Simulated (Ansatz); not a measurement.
Abridged output of a molecular run in Ansatz:

```
Functional definition: HF
1030 factors; integrals over basis functions are off by at most 1.2e-3 eV
mean field evaluation 1: about -10361.9885 eV, gradient 3.6e1 eV
mean field evaluation 2: about -10362.1712 eV, gradient 3.6e1 eV
mean field evaluation 4: about -10365.1269 eV, gradient 3.3e0 eV
mean field evaluation 8: about -10365.2254 eV, gradient 7.2e-1 eV
mean field evaluation 16: about -10365.2313 eV, gradient 2.5e-6 eV
mean field -10365.23127973 eV, -380.9152237239 hartree, gradient 2.5e-6 eV, S^2 0.000000; 1 other end points of the search recorded, 0 dependent functions left out
6 core orbitals not correlated: weight in the atoms' cores, before any rotation towards them, 1.000 or more for the frozen orbitals, at most 0.000 for the correlated occupied ones
reference -10365.23127973 eV, -380.9152237239 hartree; 14, 14 occupied and 120, 120 virtual orbitals, 1030 factors
second order -23.28435181 eV of doubles, -0.00000000 eV of singles
cycle   1  -22.13015847 eV  change     1.2e0 eV  update   1.2e-1
cycle   2  -22.74718223 eV  change   -6.2e-1 eV  update   4.1e-2
cycle   3  -22.89493665 eV  change   -1.5e-1 eV  update   2.2e-2
cycle   4  -22.87040329 eV  change    2.5e-2 eV  update   7.5e-3
cycle   5  -22.86466462 eV  change    5.7e-3 eV  update   4.0e-3
cycle   6  -22.86847293 eV  change   -3.8e-3 eV  update   1.7e-3
cycle   7  -22.86821538 eV  change    2.6e-4 eV  update   7.7e-4
cycle   8  -22.86756513 eV  change    6.5e-4 eV  update   2.7e-4
cycle   9  -22.86765742 eV  change   -9.2e-5 eV  update   1.0e-4
cycle  10  -22.86772525 eV  change   -6.8e-5 eV  update   3.9e-5
cycle  11  -22.86767214 eV  change    5.3e-5 eV  update   1.2e-5
cycle  12  -22.86769140 eV  change   -1.9e-5 eV  update   4.8e-6
perturbative correction -0.81664583 eV, -0.0300111805 hartree
Total energy: -10388.91561695 eV, -381.7856070631 hartree
```

Its atoms:

```xyz
5

O     1.428   -0.967   -0.703
C     0.390   -0.480   -0.391
Te    0.207    1.104    1.044
H    -0.585   -0.795   -0.809
H    -1.440    1.137    0.858
```

Problem. Which basis set was used?
A. def2-TZVPPD
B. def2-TZVPP
C. cc-pV(D+d)Z
D. cc-pV(Q+d)Z

Solution. B. It gives 140 functions.

Problem. Write the keys of the input that set method, charge and spin (a neutral closed shell needs none for the last two).

Solution. 
```yaml
correlation: {method: ccsd_t}
```
